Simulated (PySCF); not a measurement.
# Correlation energy of Zn⁺ (zinc, charge +1)

[Ar] 3d9 4s1 4p1, one real determinant (an excited configuration). Computed with PySCF 2.14 in aug-cc-pVTZ-PP with ECP10MDF (6s6p5d3f2g, 88 functions), with a scalar-relativistic core potential. Frozen: 3s2 3p6; 11 electrons correlated.

| level | correlation energy (mhartree) |
| --- | --- |
| CCSD | -363.74 |
| (T) | -8.59 |
| CCSD(T) | -372.33 |

Diagnostics: T1 = 0.0092, D1 = 0.0280, largest double amplitude 0.029.

The real determinant used has ⟨L²⟩ near 8 against 12 for a pure F term, so it mixes terms.

Cost of the coupled-cluster step: of the order of 80 core-seconds, for 11 correlated electrons.

Iterations:

```
CC2 = 0
CCSD nocc = (np.int64(7), np.int64(4)), nmo = (84, 84)
frozen orbitals [[0, 1, 2, 3], [0, 1, 2, 3]]
max_cycle = 100
direct = 0
conv_tol = 1e-08
conv_tol_normt = 1e-06
diis_space = 8
diis_start_cycle = 0
Init t2, MP2 energy = -0.38376998593196
Init E_corr(UCCSD) = -0.383769985933251
cycle = 1  E_corr(UCCSD) = -0.356381445811599  dE = 0.0273885401  norm(t1,t2) = 0.047652
cycle = 2  E_corr(UCCSD) = -0.363683874831043  dE = -0.00730242902  norm(t1,t2) = 0.0153271
cycle = 3  E_corr(UCCSD) = -0.362966122575719  dE = 0.000717752255  norm(t1,t2) = 0.00731104
cycle = 4  E_corr(UCCSD) = -0.363479664064401  dE = -0.000513541489  norm(t1,t2) = 0.00410629
cycle = 5  E_corr(UCCSD) = -0.363672677166308  dE = -0.000193013102  norm(t1,t2) = 0.00274556
cycle = 6  E_corr(UCCSD) = -0.363615958541944  dE = 5.67186244e-05  norm(t1,t2) = 0.00219809
cycle = 7  E_corr(UCCSD) = -0.363705319132254  dE = -8.93605903e-05  norm(t1,t2) = 0.0013801
cycle = 8  E_corr(UCCSD) = -0.363755388423403  dE = -5.00692911e-05  norm(t1,t2) = 0.000479424
cycle = 9  E_corr(UCCSD) = -0.363732016128697  dE = 2.33722947e-05  norm(t1,t2) = 0.000196709
cycle = 10  E_corr(UCCSD) = -0.363738493361176  dE = -6.47723248e-06  norm(t1,t2) = 8.23921e-05
cycle = 11  E_corr(UCCSD) = -0.363738862174384  dE = -3.68813208e-07  norm(t1,t2) = 3.95615e-05
cycle = 12  E_corr(UCCSD) = -0.363738600699015  dE = 2.61475369e-07  norm(t1,t2) = 1.27686e-05
cycle = 13  E_corr(UCCSD) = -0.363738677870653  dE = -7.71716379e-08  norm(t1,t2) = 5.63292e-06
cycle = 14  E_corr(UCCSD) = -0.363738391576702  dE = 2.86293951e-07  norm(t1,t2) = 2.20442e-06
cycle = 15  E_corr(UCCSD) = -0.363738507937481  dE = -1.16360779e-07  norm(t1,t2) = 6.82193e-07
cycle = 16  E_corr(UCCSD) = -0.363738493488468  dE = 1.44490129e-08  norm(t1,t2) = 2.35599e-07
cycle = 17  E_corr(UCCSD) = -0.363738490873842  dE = 2.61462596e-09  norm(t1,t2) = 1.13075e-07
UCCSD converged
E(UCCSD) = -225.6507769786325  E_corr = -0.3637384908738419
UCCSD(T) correction = -0.00858511412316373
```

The reference is one real determinant that mixes LS terms of this configuration.
